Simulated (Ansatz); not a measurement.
C7H14 (`CC/C=C(/C)CC`). The species carries charge 0 and has multiplicity 1. Geometry: relaxed with PBE0-D4/def2-TZVP. It is one conformer, not always the lowest.

```xyz
21

C    -1.799   -0.292   -2.339
C    -1.294   -0.783   -0.986
C     0.177   -0.587   -0.825
C     0.810    0.157    0.083
C     2.305    0.241    0.102
C     0.110    0.937    1.161
C     0.062    0.191    2.492
H    -1.638    0.783   -2.447
H    -2.866   -0.492   -2.461
H    -1.270   -0.788   -3.157
H    -1.845   -0.287   -0.183
H    -1.521   -1.852   -0.890
H     0.791   -1.115   -1.555
H     2.709   -0.068    1.072
H     2.754   -0.389   -0.666
H     2.638    1.272   -0.060
H    -0.906    1.193    0.854
H     0.636    1.888    1.303
H    -0.507   -0.736    2.393
H    -0.408    0.799    3.268
H     1.064   -0.072    2.838
```

**Question.** What is the dipole moment at r2SCAN/def2-TZVPP? (An estimate is asked.)

**Answer.** The calculation gave: 0.29 D, with components (-0.07, 0.13, 0.25) D in this frame, pointing from negative to positive charge.

**Question.** And with PBE, B3LYP, ωB97M-V? (Estimate.)

**Answer.** Ansatz gave: PBE 0.27 D, B3LYP 0.27 D, ωB97M-V 0.27 D.

**Question.** Give the Mulliken charges with r2SCAN, B3LYP, PBE in def2-TZVPP. (Best estimate.)

**Answer.** Computed: 
```csv
atom,r2SCAN,B3LYP,PBE
C1,-0.13,-0.24,-0.25
C2,0.01,-0.07,-0.06
C3,-0.10,-0.11,-0.11
C4,0.01,0.00,0.01
C5,-0.13,-0.23,-0.23
C6,-0.02,-0.09,-0.08
C7,-0.15,-0.26,-0.26
H8,0.04,0.08,0.08
H9,0.04,0.08,0.08
H10,0.04,0.07,0.08
H11,0.01,0.04,0.04
H12,0.02,0.06,0.06
H13,0.05,0.07,0.06
H14,0.05,0.08,0.08
H15,0.04,0.07,0.07
H16,0.05,0.08,0.08
H17,0.03,0.06,0.06
H18,0.02,0.06,0.05
H19,0.05,0.08,0.09
H20,0.04,0.08,0.08
H21,0.04,0.08,0.08
```

B3LYP here is the variant with VWN-RPA as its local correlation; programs differ in this.
